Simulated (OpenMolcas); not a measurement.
# Mn2+, Tc2+, Re2+: d⁵ down the group

```json
{
  "Program": "OpenMolcas 26.06",
  "Method": "MS-RASPT2, IPEA 0.25 Eh, imaginary shift 0.1 Eh",
  "Basis": "ANO-R2",
  "Scalar Hamiltonian": "X2C, finite nucleus",
  "Spin-orbit coupling": "state interaction with AMFI integrals over the reference wave functions, term energies averaged over their components"
}
```

Active space for each ion: 11 electrons in 8 orbitals (RAS1 p, at most 2 holes; RAS2 d); closed shells correlated by CASPT2: Mn2+ 3s; Tc2+ 4s; Re2+ 5s.

Computed levels in cm-1 above ⁶S_5/2:

| Level | Mn2+ | Tc2+ | Re2+ |
| --- | --- | --- | --- |
| ⁴G_7/2 | 27840 | 20890 | 19020 |
| ⁴G_11/2 | 27850 | 20940 | 19850 |
| ⁴G_9/2 | 27850 | 20980 | 20360 |
| ⁴P_1/2 | 30660 | 23820 | 21490 |
| ⁴D_7/2 | 33710 | 24850 | 23550 |
| ⁴D_1/2 | 33750 | 25400 | 26270 |
| ²I_11/2 | 40570 | 30590 | 28690 |
| ²I_13/2 | 40610 | 30920 | 31020 |
| ²F_7/2(1) | 44680 | 35190 | 38470 |
| weight of ⁶S in the lowest level (%) | 100 | 99 | 90 |

Mixed levels, with the weight of the term that names them: Re2+ ⁴G_7/2 (71 %), Re2+ ⁴P_1/2 (60 %), Re2+ ⁴D_7/2 (74 %), Re2+ ⁴D_1/2 (64 %), Re2+ ²F_7/2(1) (53 %).

Measured, with the error of the calculation in %. Measured levels: Mn2+ from Corliss and Sugar, J. Phys. Chem. Ref. Data 6, 1253 (1977); Re2+ from the list in Brasseur, Gamrath and Quinet, At. Data Nucl. Data Tables 157, 101636 (2024).

```csv
Level,Mn2+,Re2+
⁴G_7/2,26860 (+3.7),16890 (+12.6)
⁴G_11/2,26824 (+3.8),18020 (+10.1)
⁴G_9/2,,18346 (+11.0)
⁴D_7/2,32307 (+4.4),20453 (+15.1)
⁴D_1/2,32369 (+4.3),
²I_11/2,39174 (+3.6),26170 (+9.6)
²I_13/2,39176 (+3.7),28588 (+8.5)
²F_7/2(1),42606 (+4.9),
```

Without spin-orbit coupling ⁴G lies 27840, 20920, 19580 cm-1 above ⁶S in that order; the difference to the level ⁴G_7/2, of either sign, comes from spin-orbit coupling, which also lowers the zero.

Term energies are means over components that CASPT2 splits; among the terms shown or strongly mixed into the levels shown the widest spread is 940 cm-1 (3d⁵ ²I, Mn2+). Active for correlation alone: 3p; no level in the range computed is led by a configuration that opens it, so any true level of that kind is missing (holds for Mn2+). Active for correlation alone: 4p; no level in the range computed is led by a configuration that opens it, so any true level of that kind is missing (holds for Tc2+). The CASPT2 spread within a term exceeds the gap to the next term for 4d⁵ ⁴F and 4d⁵ ²F(1), so the order of their levels is uncertain, and so are names and mixing where such terms share a J (holds for Tc2+). Blocks of more than 70 roots (2S+1 = 2 even) ran without multistate coupling (holds for Re2+). Active for correlation alone: 5p; no level in the range computed is led by a configuration that opens it, so any true level of that kind is missing (holds for Re2+). Some terms miss by over 15 % even with CASPT2, which points to a basis or an active space too small for the shells correlated (holds for Re2+). Measured partners are found by configuration, term and J. A level has none where our copy of the source lacks it or the pairing is in doubt (some pairs that miss far off the trend of their configuration count as doubtful), and it then counts in no deviation. Only configurations of the active space appear.

A number in round brackets counts repeated terms of one configuration in the order of the reference energies.
